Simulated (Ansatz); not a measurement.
`FC(Br)(I)I`. Charge 0, multiplicity 1. Correlated methods include outer-core shells of Br, I, which these sets cover unevenly. Scalar relativity is left out up to krypton. I takes the def2 core potential.

```
atom   x (Å)   y (Å)   z (Å)
  F1   1.413   0.209  -0.293
  C2   0.111   0.028  -0.058
 Br3  -0.861   0.492  -1.663
  I4  -0.462   1.312   1.570
  I5  -0.200  -2.041   0.444
```

Task: Give the diagnostics of a CCSD(T)/def2-TZVPP run (frozen core, Ansatz). (Best estimate.)

Result: Computed: T1 = 0.0097, largest single amplitude 0.019, largest double 0.041, (T) share of the correlation energy 3.0 %, 9 CCSD cycles. The RHF solution is stable towards an unrestricted one. T1 lies under the customary mark of 0.02 for closed shells.
